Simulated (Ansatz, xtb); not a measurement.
**Ranking isomers of FGaH4NP**

5 gas-phase structures of FGaH4NP, found in a search over its isomers (lower ones may exist). Each was relaxed with GFN2-xTB; where two conformers were screened, the lower at r2SCAN-D4/def2-SVP is listed:

A. `[NH2][Ga]([F])[PH2]`, a singlet
B. `[H]/P=[NH+]\[GaH2-][F]`, a singlet
C. a singlet given by its coordinates
D. a singlet given by its coordinates
E. `N[PH][GaH][F]`, a singlet

C (Å):

```yaml
atoms:
  - { symbol: F, position_ang: [-2.3788, -1.3082, 1.2211] }
  - { symbol: Ga, position_ang: [-0.9210, -1.0316, 0.3157] }
  - { symbol: N, position_ang: [-0.8227, 0.5441, -0.6297] }
  - { symbol: P, position_ang: [0.6227, 0.7133, -1.5290] }
  - { symbol: H, position_ang: [0.2148, -2.0327, 0.2983] }
  - { symbol: H, position_ang: [-1.5124, 1.2840, -0.6921] }
  - { symbol: H, position_ang: [0.9322, 2.0409, -1.1869] }
  - { symbol: H, position_ang: [0.0662, 1.1151, -2.7558] }
```

Close contacts (Å): F1–Ga2 1.74, Ga2–N3 1.84, Ga2–P4 2.97, N3–P4 1.71, Ga2–H5 1.51, N3–H6 1.01, P4–H7 1.41, P4–H8 1.41.

D (Å):

```xyz
8

F     0.5374    0.4233    0.8199
Ga    0.4560   -1.5793    1.0081
N    -0.7567   -0.8640   -0.8561
P    -0.6595    0.7162   -0.9676
H    -1.3157   -1.2529   -1.6052
H    -1.2592    1.5069   -0.0096
H    -1.3917    1.1214   -2.0902
H     0.5528    1.3052   -1.2632
```

Close contacts (Å): F1–Ga2 2.01, Ga2–N3 2.34, N3–P4 1.59, N3–H5 1.01, P4–H6 1.38, P4–H7 1.40, P4–H8 1.38.

Task: Estimate their order in r2SCAN-D4/def2-SVP energy at these geometries, lowest first.

Result: Calculated order at r2SCAN-D4/def2-SVP: A (0.0), C (18.4), E (26.5), D (35.8), B (40.0) kcal/mol.

Energies above the lowest of each column, in kcal/mol; the last columns are at PBE0-D3(BJ)/def2-SVP geometries and were run for some of them only (a dash: not run or not comparable):

| structure | GFN2-xTB | HF/STO-3G | r2SCAN-D4/def2-SVP | PBE0-D3(BJ)/def2-SVP | CCSD(T)/def2-SVP + ΔMP2/def2-TZVPP |
| --- | --- | --- | --- | --- | --- |
| A | 11.8 | 0.0 | 0.0 | 0.0 | 0.0 |
| C | 21.8 | 6.3 | 18.4 | 17.4 | 15.5 |
| E | 16.6 | 33.0 | 26.5 | – | – |
| D | 0.0 | 136.2 | 35.8 | – | – |
| B | 26.1 | 37.9 | 40.0 | – | – |

CCSD(T)/def2-SVP + ΔMP2/def2-TZVPP puts A lowest of those it was run on; GFN2-xTB picks D. Some further structures that were screened fall inside this span and aren't listed. Flexible structures stand in one conformer each, not always the lowest. Frequencies (PBE0-D3(BJ)/def2-SVP) were run for A, C alone. ΔMP2 is the change of the MP2 energy from the smaller to the larger basis.

Over these structures GFN2-xTB departs from r2SCAN-D4/def2-SVP by 13.2 kcal/mol on average once a common shift is removed. A GFN2-xTB relaxation took about 0.11 s and the r2SCAN-D4/def2-SVP energy about 1.5 s on a shared host (Ansatz 0.2.0, xtb 6.7.1).
